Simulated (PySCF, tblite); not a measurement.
C₃H₄O₄Si.
Numbering: `[O:1]=[CH:2][Si@@H:3]1[O:4][CH2:5][C:6](=[O:7])[O:8]1` (hydrogens: H9 on C2; H10 on Si3; H11, H12 on C5)

Jobs on this species (12 atoms, 68 electrons) with PySCF (density fitting) and tblite. Hardware of each: one thread, Arm Neoverse N1 (aarch64) (shared host). Times come from a shared host and carry two figures at best.

| level and settings | work | basis functions | SCF cycles | wall time |
| --- | --- | --- | --- | --- |
| PBE0/pcSseg-1 | shieldings, ring-centre shieldings, charges and field gradients | 163 | ? | ? |
| GFN2-xTB | Hessian by finite differences | – | – | 0.57 s |
| GFN2-xTB | L-BFGS relaxation | – | – | ? |
| CAM-B3LYP/def2-SVPD | 8 singlets by full TDDFT, 3 Tamm–Dancoff triplets, polarisability, density and orbital grids written | 208 | 14 | 88 s |

Problem. Fill in the missing figures.

Solution. 
- PBE0/pcSseg-1; shieldings, ring-centre shieldings, charges and field gradients: 38 s, 15 SCF cycles
- GFN2-xTB; L-BFGS relaxation: 1.1 s

Problem. What do all jobs in the table cost together?

Solution. About 2.1 min; the longest takes about 69 % of that, and about 150 times as long as the shortest.
